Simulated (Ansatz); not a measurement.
Reaction (redistribution): `[F][Al]([SH])[Br]` + `CN(C)[SiH]` → `C[N](C)[Al]([SH])[Br]` + `F[SiH]`

Computed with Ansatz on PBE0-D4/def2-TZVP structures; ΔE is electronic, products minus reactants. CCSD(T)/CBS adds triple-zeta CCSD(T) − MP2 to the extrapolated MP2 energy (def2 sets, frozen cores). This one scheme is used for every species. For Br outer-core shells are correlated without core-valence functions, which leaves a few kJ/mol of doubt a bond. Scalar relativity is left out up to krypton. Each species was taken in one conformer, which may not be the lowest.

| level | ΔE (kcal/mol) |
| --- | --- |
| CCSD(T)/def2-TZVPP | 14.9 |
| HF/def2-QZVPP | 13.2 |

**Question.** What does CCSD(T)/CBS give? (Best estimate.)

**Answer.** The calculation gave: +15.1 kcal/mol. The listed levels differ from it by -0.2, -1.9 kcal/mol.

Largest T1 diagnostic among the species: 0.015.

In def2-TZVPP, CCSD(T) changes the Hartree–Fock value by +1.8 kcal/mol (the triples alone add +0.6 kcal/mol) and MP2 by +2.5 kcal/mol.
